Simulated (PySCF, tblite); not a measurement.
Isomers of C3H8O3SSi2, one GFN2-xTB conformer each. Single-point energies are computed at PBE0/pcSseg-1 (PySCF, gas phase, no added dispersion term), electronic only.

| SMILES | GFN2-xTB relative energy (kcal/mol) |
| --- | --- |
| O=C[C@@H]1C[Si@H]1S[SiH](O)O | 34.8 |
| C#C[Si](O)(O)O[SiH2]SC | 0.0 |

Conformers: `[O:1]=[CH:2][C@@H:3]1[CH2:4][Si@H:5]1[S:6][SiH:7]([OH:8])[OH:9]` with O1–C2–C3–C4 172°, C4–Si5–S6–Si7 85°, Si5–S6–Si7–O8 -93°, S6–Si7–O8–H -52°, S6–Si7–O9–H -72°; `[CH:1]#[C:2][Si:3]([OH:4])([OH:5])[O:6][SiH2:7][S:8][CH3:9]` with C2–Si3–O4–H 85°, C2–Si3–O5–H 73°, C2–Si3–O6–Si7 90°, Si3–O6–Si7–S8 180°, O6–Si7–S8–C9 179°.

Problem. What does PBE0/pcSseg-1 give for the same structures?

Solution. 
| SMILES | PBE0/pcSseg-1 E (Eh) | PBE0/pcSseg-1 (kcal/mol) | GFN2-xTB (kcal/mol) | point group |
| --- | --- | --- | --- | --- |
| C#C[Si](O)(O)O[SiH2]SC | -1321.29273 | 0.0 | 0.0 | C1 |
| O=C[C@@H]1C[Si@H]1S[SiH](O)O | -1321.25802 | 21.8 | 34.8 | C1 |

Both levels put the same isomer lowest. As drawn, the lower has a C≡C bond, which the higher lacks; the higher has a three-membered ring and a C=O bond, which the lower lacks.

Problem. Which frontier levels, dipoles and rotational constants go with these structures?

Solution. 
| SMILES | HOMO (eV, PBE0/pcSseg-1) | LUMO (eV) | dipole (D) | A, B, C (MHz) |
| --- | --- | --- | --- | --- |
| C#C[Si](O)(O)O[SiH2]SC | -6.73 | -0.04 | 1.30 | 1894, 464.6, 438.6 |
| O=C[C@@H]1C[Si@H]1S[SiH](O)O | -7.07 | -1.37 | 3.74 | 1262, 928.6, 663.6 |

Problem. What happens when harmonic zero-point energies from GFN2-xTB frequencies are added?

Solution. 
```json
{"SMILES": "C#C[Si](O)(O)O[SiH2]SC", "ZPE (kcal/mol)": "66.9", "electronic (kcal/mol)": "0.0", "with ZPE (kcal/mol)": "0.0"}
{"SMILES": "O=C[C@@H]1C[Si@H]1S[SiH](O)O", "ZPE (kcal/mol)": "68.0", "electronic (kcal/mol)": "21.8", "with ZPE (kcal/mol)": "22.9"}
```

The zero-point energies span 1.1 kcal/mol. The order is unchanged.
